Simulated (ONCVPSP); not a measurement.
## What one change does to a pseudopotential (Si, ONCV)

Si (Z = 14), optimised norm-conserving Vanderbilt (ONCV), made with ONCVPSP 4.0.1 (PBEsol, scalar-relativistic). Core [He], reference 2s2 2p6 3s1.5 3p2.5. Waves: 2s+3s: rc 0.40 bohr, ncon 4, nbas 7, qcut 38.9 1/bohr, 2 projectors; 2p+3p: rc 0.90 bohr, ncon 4, nbas 8, qcut 19.3 1/bohr, 2 projectors; d scattering state at 0.03 Ha: rc 0.75 bohr, ncon 4, nbas 7, qcut 12.3 1/bohr, 3 projectors, debl 2.3 Ha. Local part: polynomial inside 0.30 bohr (lpopt 5, dvloc0 0 Ha). Core correction: Teter function, fcfact 3, rcfact 1.05.

All-electron outer shells of the reference configuration (PBEsol, scalar-relativistic, ld1.x):

```csv
shell,level (eV),outermost node (bohr),outermost maximum (bohr)
1s,-1783.20,–,0.07
2s,-139.97,0.15,0.45
2p,-96.26,–,0.39
3s,-11.15,0.72,1.77
3p,-4.36,0.72,2.14
```

Change: all radii but the core radius scaled by about 0.97 (s 0.38, p 0.88, d 0.72 bohr).

Cutoffs: the cutoffs (Ha) at which the residual kinetic energy of the hardest occupied pseudo-wave falls to 1 and 0.1 mHa per electron; they do not see the model core or the augmentation charge, which bear on the density cutoff. Errors are all-electron minus pseudo energies relative to the spin-unpolarised reference configuration.

Question: What does the change do?

Answer: The potential gets harder (436 Ha and 527 Ha → 477 Ha and 566 Ha); both files keep a bound ghost (d, s); the errors of the 3 common tests hardly move. A smaller radius makes the pseudo-wave follow the all-electron one further in, where it bends more sharply, so more plane waves are needed.

```csv
quantity,base,changed
"cutoff, loose",436 Ha,477 Ha
"cutoff, tight",527 Ha,566 Ha
loose cutoff by channel,"s 436 Ha, p 121 Ha","s 477 Ha, p 122 Ha"
bound ghosts,"s, d","s, d"
GHOST(+) flags under 300 eV,none,none
tests with a reliable result,3 of 4,3 of 4
"error for 2s2 2p6 3s2 3p2, meV [ΔE -3.38 eV]",-0.2,-0.3
"error for 2s2 2p6 3s2 3p1, meV [ΔE 4.34 eV]",+0.2,+0.1
"error for 2s2 2p6 3s2 3p0, meV [ΔE 20.30 eV]",+1.7,+1.5
s: phases at 0.41 bohr within 0.05 rad from the reference energy up to (Ha; the scan ends near 5),to the end of the scan,to the end of the scan
"rms error of d²Exc/dni dnj with the model core, mHa",1.84,1.81
```

 A true bound ghost makes a file unfit for plane-wave use even where its test errors are small: the radial tests pick states by their node count and pass the ghost by.
